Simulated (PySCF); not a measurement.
**Radial density of Zn²⁺ (zinc, charge +2)**

UHF, [Ar] 3d10, closed-shell 1S. Calculation: PySCF 2.14, in 6-31G* (5s4p2d1f, 34 functions); the non-relativistic Hamiltonian (point nucleus).

| r (bohr) | 4πr²ρ (e/bohr) |
| --- | --- |
| 0.000938 | 0.1892 |
| 0.00158 | 0.5228 |
| 0.00265 | 1.396 |
| 0.00446 | 3.525 |
| 0.00751 | 8.334 |
| 0.0126 | 17.34 |
| 0.0212 | 29.54 |
| 0.0357 | 36.28 |
| 0.0601 | 30.86 |
| 0.101 | 32.22 |
| 0.170 | 41.54 |
| 0.286 | 23.39 |
| 0.481 | 23.25 |
| 0.809 | 18.74 |
| 1.36 | 4.077 |
| 2.29 | 0.2977 |
